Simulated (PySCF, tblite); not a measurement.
**A complex of Be2+, water and hydrogen sulfide**

A gas-phase complex of Be2+, water and hydrogen sulfide; charge +2, singlet. The structure comes from a short search (5 tight-binding starts) and was relaxed by PBE0-D3(BJ)/def2-SVPD; another way of binding may lie lower. Frequencies by PBE0-D3(BJ)/def2-SVPD show no clear imaginary mode.

Parts: 1 = Be2+ ([Be+2]), atoms 1, charge +2; 2 = water (O), atoms 2–4; 3 = hydrogen sulfide (S), atoms 5–7.

```xyz
7

Be    1.218   -0.500    1.242
O     0.199    0.084    2.250
H    -0.775   -0.058    2.242
H     0.415    0.668    3.013
S     2.715   -1.155    0.017
H     2.371   -2.483   -0.002
H     2.120   -0.850   -1.182
```
(Å; atoms numbered from 1)

Contacts between parts, classed by geometry: Be1···O2 1.548 Å (bond); Be1···S5 2.043 Å (bond).

The parts are joined by the bonds Be1–O2 and Be1–S5, so these are energies of forming such bonds; deforming the relaxed parts to their shape in the adduct costs 1.6 kcal/mol, which the interaction energies leave out.

Interaction energies are complex less parts, with the parts frozen as they stand in it; counterpoise-corrected, in kcal/mol (PySCF).

(1) How strongly do the parts interact, level by level?

(2) What holds them together? Decompose the wB97M-D3(BJ)/def2-TZVPD energy: frozen parts, their antisymmetrised product, then relaxation.

(3) Are the pair energies additive?

The parts were also relaxed and run alone, at the levels used for the complex: shieldings by PBE0/pcSseg-2.

(4) How do these values change when the complex forms?

Results:

(1) 
| level | interaction | superposition error removed |
| --- | --- | --- |
| wB97M-D3(BJ)/def2-TZVPD | -257.59 | -0.24 |
| PBE0-D3(BJ)/def2-TZVPD | -261.63 | -0.24 |

(2) electrostatic -120.2, Pauli repulsion +58.6, orbital relaxation -194.1, dispersion correction -2.0 kcal/mol, which sum to the value before the counterpoise correction; the Pauli term holds the exchange-correlation of the frozen density too. Of the attraction, 61 % is orbital relaxation, 38 % is electrostatic, 1 % is dispersion correction.

(3) The pairs sum to -290.27 kcal/mol (1–2 -146.2, 1–3 -145.3, 2–3 1.2); the rest of +32.67 is a many-body weakening.

(4) 
| property | alone | in the complex | change |
| --- | --- | --- | --- |
| shielding of Be1 (ppm) | 130.4 | 99.7 | -30.7 |
| shielding of O2 (ppm) | 328.9 | 296.5 | -32.4 |
| shielding of S5 (ppm) | 704.4 | 679.8 | -24.6 |

Multiply charged ions in the gas phase bind far more strongly than in solution.
